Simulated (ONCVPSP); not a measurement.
**Debugging a pseudopotential input (cerium (Ce), ONCVPSP 4.0.1)**

Command:

```bash
oncvpsp.x < Ce.dat > Ce.out
```

Input:

```
# ATOM AND REFERENCE CONFIGURATION
# atsym  z   nc   nv     iexc    psfile
  Ce 58.00    9    5        3      upf
#
#   n    l    f
    1    0    2.00
    2    0    2.00
    2    1    6.00
    3    0    2.00
    3    1    6.00
    3    2   10.00
    4    0    2.00
    4    1    6.00
    4    2   10.00
    4    3    1.00
    5    0    2.00
    5    1    6.00
    5    2    1.00
    6    0    0.50
#
# PSEUDOPOTENTIAL AND OPTIMIZATION
# lmax
    3
#
#   l,   rc,      ep,       ncon, nbas, qcut
    0    2.80    0.00    3    6    4.90
    1    2.55    0.00    4    8    4.80
    2    3.25    0.00    3    8    3.80
    3    0.95    0.00    4    9   40.00
#
# LOCAL POTENTIAL
# lloc, lpopt,  rc(5),   dvloc0
    4    5    0.90   -1.00
#
# VANDERBILT-KLEINMAN-BYLANDER PROJECTORs
# l, nproj, debl
    0    2    3.80
    1    2    3.40
    2    2    1.70
    3    2    1.00
#
# MODEL CORE CHARGE
# icmod, fcfact, rcfact
    3    5.00    1.60
#
# LOG DERIVATIVE ANALYSIS
# epsh1, epsh2, depsh
   -3.00    5.00    0.02
#
# OUTPUT GRID
# rlmax, drl
    6.00    0.01
#
# TEST CONFIGURATIONS
# ncnf
    4
# nvcnf
#   n    l    f
    5
    4    3    1.00
    5    0    2.00
    5    1    6.00
    5    2    1.00
    6    0    2.00
#
    5
    4    3    1.00
    5    0    2.00
    5    1    6.00
    5    2    1.00
    6    0    1.00
#
    5
    4    3    1.00
    5    0    2.00
    5    1    6.00
    5    2    1.00
    6    0    0.00
#
    5
    4    3    1.00
    5    0    2.00
    5    1    6.00
    5    2    1.00
    6    0    1.50
#
```

Output (end):

```

Calculating optimized projector #   1

 for l=   2

    Fraction of norm inside rc  0.764160
    Optimizing pswf for qcut=   3.80 a_B^-1,  ecut=   7.23 Ha
    Residual kinetic energy error=  1.02D-05 Ha

    Energy error per electron        Cutoff
         Ha          eV             Ha
         0.01000     0.27211        4.03
         0.00100     0.02721        5.25
         0.00010     0.00272        6.39
         0.00001     0.00027        7.76

Calculating optimized projector #   2

 for l=   2

    Fraction of norm inside rc  0.186261
    Optimizing pswf for qcut=   3.80 a_B^-1,  ecut=   7.23 Ha
    Residual kinetic energy error=  2.87D-04 Ha

    Energy error per electron        Cutoff
         Ha          eV             Ha
         0.01000     0.27211        5.14
         0.00100     0.02721        6.63
         0.00010     0.00272        9.18
         0.00001     0.00027       29.38

   Wellstate for l =  3  n =  5
     eigenvalue =   0.4504
     asymptotic potential =   0.9504
     half-point radius =  3.6302

Calculating optimized projector #   1

 for l=   3

    Fraction of norm inside rc  0.501985
    Optimizing pswf for qcut=  39.99 a_B^-1,  ecut= 799.60 Ha
    Residual kinetic energy error=  5.07D-09 Ha
 ERROR pspot:  first pseudo wave function has node,          program will stop
 ERROR pspot: try changing psp parameters for this l
```

**Question.** This input was made by a single change from one that runs to its end. What was changed?

**Answer.** The change: qcut of l = 3 set to 40.00. The program stops during the generation: "ERROR pspot: first pseudo wave function has node, program will stop".
